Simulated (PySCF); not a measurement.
Which determinant of NaTe lies lowest?

Unrestricted PBE0; Na def2-SVPD, Te def2-SVPD with ECP28; scalar-relativistic core potentials (PySCF 2.14). Outer shells of the fragments: Na 3s1; Te 4d10 5s2 5p4.

Followed along the bond (rough minima from three points):

| 2Ms+1 | unpaired | ⟨S²⟩ at the start | R at minimum (Å) | Te (eV) |
| --- | --- | --- | --- | --- |
| 2 | π ↑ | 0.75 | 2.82 | 0.00 |
| 2 | σ ↑ | 0.75 | 2.78 | 0.72 |
| 4 | σ ↑, π ↑↑ | 3.75 | none in the scan | ≤ 2.20 |

Solutions found at the starting distance of 2.895 Å, counted from the lowest of them; the search is not exhaustive and high or unbound solutions are not listed, so other states can lie among these:

```tsv
2Ms+1	unpaired	term	E (eV)	⟨S²⟩	⟨Lz²⟩	μ (D)
2	π ↑	²Π	0.00	0.75	1.01	-8.64
2	σ ↑	²Σ⁺	0.73	0.75	0.00	-9.56
4	σ ↑, π ↑↑	⁴Σ⁻	2.34	3.75	0.00	3.40
2	σ ↓, π ↑↑	mixed	2.38	1.75	0.00	3.76
2	σ ↑, π ↑↓	mixed	2.73	1.76	2.01	3.56
4	σ ↑↑, π ↑	⁴Π	2.75	3.75	1.01	3.10
4	π ↑↑↑	⁴Π	3.71	3.75	1.00	2.27
2	σ ↑	mixed	3.82	0.75	2.00	3.49
4	σ ↑, π ↑↑	mixed	4.20	3.75	2.01	1.64
4	σ ↑, π ↑↑	mixed	4.32	3.75	2.01	2.14
```

A term symbol is given only where ⟨S²⟩ and ⟨Lz²⟩ are close to those of a pure state; real π, δ and φ orbitals otherwise mix terms. A positive dipole means Na(−)Te(+).

Spin–orbit coupling is left out. Counting both spins, an empty level lies below a filled one in some of these solutions, because spin and occupation are held.
